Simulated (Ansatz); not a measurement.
Gas-phase electronic energies from Ansatz, PBE0-D4/def2-TZVP geometries. CBS: MP2 limit from def2 TZ/QZ plus the TZ coupled-cluster correction, frozen cores. This one scheme is used for every species. DFT in def2-TZVPP. HSE06 is defined as in plane-wave codes. For Br outer-core shells are correlated without core-valence functions, which leaves a few kJ/mol of doubt a bond. Scalar relativity is left out up to krypton. One conformer a species, not always the lowest.

Consider the formal exchange of groups at a B–O bond: `OB(Br)O[SiH3]` + BH₃ → `BB(O)Br` + `O[SiH3]`.

Task: Is it downhill or uphill in electronic energy at CCSD(T)/CBS, and by how much? (An estimate is asked.)

Result: The calculation gave: Uphill: ΔE = +136.1 kJ/mol.

Task: What do these levels give: B97M-V, ωB97X-V, ωB97M-V, B2PLYP, PBE, BLYP, PBE0, HSE06, CAM-B3LYP, LC-ωPBE, HF/def2-SVP, SCS-MP2/def2-TZVPP? (An estimate is asked.)

Result: The calculation gave: B97M-V 130.8, ωB97X-V 136.2, ωB97M-V 139.3, B2PLYP 136.1, PBE 113.2, BLYP 121.5, PBE0 123.2, HSE06 123.0, CAM-B3LYP 137.4, LC-ωPBE 130.8, HF/def2-SVP 165.5, SCS-MP2/def2-TZVPP 144.5 kJ/mol.

Largest T1 diagnostic among the species: 0.011.

Leaving LDA and LC-ωPBE aside and taking each functional with its dispersion term where it has one, the values, not all of them listed here, spread over 30.1 kJ/mol, from PBE-D4 to BHLYP-D4. LDA lies +7.3 kJ/mol from PBE without D4. From BLYP to BHLYP (50 % exact exchange), in def2-TZVPP and without D4, ΔE moves by +19.9 kJ/mol.
